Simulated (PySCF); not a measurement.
I3Ti, charge +1, multiplicity 1. Atoms are numbered in the order given.

```xyz
4

Ti     0.0000     0.0000     0.6922
I      2.0380     1.1766    -0.0958
I      0.0000    -2.3533    -0.0958
I     -2.0380     1.1766    -0.0958
```
Charge +1, spin multiplicity 1.

The structure is a stationary point at r2SCAN-D4/def2-SVP. The multiplicity is an assumed one; other spin states were not compared. The isomer is the one that the SMILES or the coordinates give; other isomers of the formula were not compared. The def2 effective core potentials stand for the cores of I; spin–orbit coupling is left out.

The numbers are results of TDDFT-PBE/def2-SVPD (PySCF), not measurements.

Vertical excitations; the highest root listed may be one member of a degenerate set.  State labels are in the subgroup Cs.

Computed excitation energies, oscillator strengths and character:
```json
[
 {"state": "S1", "symmetry": "A\"", "energy (eV)": "1.50", "λ (nm)": "825", "f": "0.000", "main pairs": "HOMO→LUMO 100 %"},
 {"state": "S2", "symmetry": "A'", "energy (eV)": "1.87", "λ (nm)": "663", "f": "0.001", "main pairs": "HOMO→LUMO+1 (degenerate set)"},
 {"state": "S3", "symmetry": "A\"", "energy (eV)": "1.87", "λ (nm)": "663", "f": "0.001", "main pairs": "HOMO→LUMO+2 (degenerate set)"},
 {"state": "S4", "symmetry": "A'", "energy (eV)": "2.15", "λ (nm)": "576", "f": "0.005", "main pairs": "HOMO−2→LUMO (degenerate set)"},
 {"state": "S5", "symmetry": "A\"", "energy (eV)": "2.15", "λ (nm)": "576", "f": "0.005", "main pairs": "HOMO−1→LUMO (degenerate set)"},
 {"state": "S6", "symmetry": "A\"", "energy (eV)": "2.44", "λ (nm)": "508", "f": "0.000", "main pairs": "HOMO−2→LUMO+1 50 %, HOMO−1→LUMO+2 50 %"},
 {"state": "S7", "symmetry": "A\"", "energy (eV)": "2.49", "λ (nm)": "499", "f": "0.004", "main pairs": "HOMO−1→LUMO+2, HOMO−2→LUMO+1, HOMO→LUMO+3, HOMO−3→LUMO+1 (degenerate set)"},
 {"state": "S8", "symmetry": "A'", "energy (eV)": "2.49", "λ (nm)": "499", "f": "0.004", "main pairs": "HOMO−1→LUMO+1, HOMO−2→LUMO+2, HOMO→LUMO+4, HOMO−3→LUMO+2 (degenerate set)"},
 {"state": "S9", "symmetry": "A'", "energy (eV)": "2.51", "λ (nm)": "494", "f": "0.004", "main pairs": "HOMO−2→LUMO+2 34 %, HOMO−1→LUMO+1 34 %, HOMO−3→LUMO 31 %"},
 {"state": "S10", "symmetry": "A'", "energy (eV)": "2.72", "λ (nm)": "456", "f": "0.000", "main pairs": "HOMO−3→LUMO 54 %, HOMO−5→LUMO+1 12 %, HOMO−4→LUMO+2 12 %, HOMO−2→LUMO+2 10 %"},
 {"state": "T1", "symmetry": "A\"", "energy (eV)": "1.46", "λ (nm)": "849", "f": "0", "main pairs": "HOMO→LUMO 100 %"},
 {"state": "T2", "symmetry": "A'", "energy (eV)": "1.74", "λ (nm)": "714", "f": "0", "main pairs": "HOMO→LUMO+1 (degenerate set)"},
 {"state": "T3", "symmetry": "A\"", "energy (eV)": "1.74", "λ (nm)": "714", "f": "0", "main pairs": "HOMO→LUMO+2 (degenerate set)"},
 {"state": "T4", "symmetry": "A\"", "energy (eV)": "1.94", "λ (nm)": "640", "f": "0", "main pairs": "HOMO−1→LUMO 91 %"}
]
```
Triplets are in the Tamm–Dancoff approximation, which puts them higher than full response would, so one can lie above its singlet here.
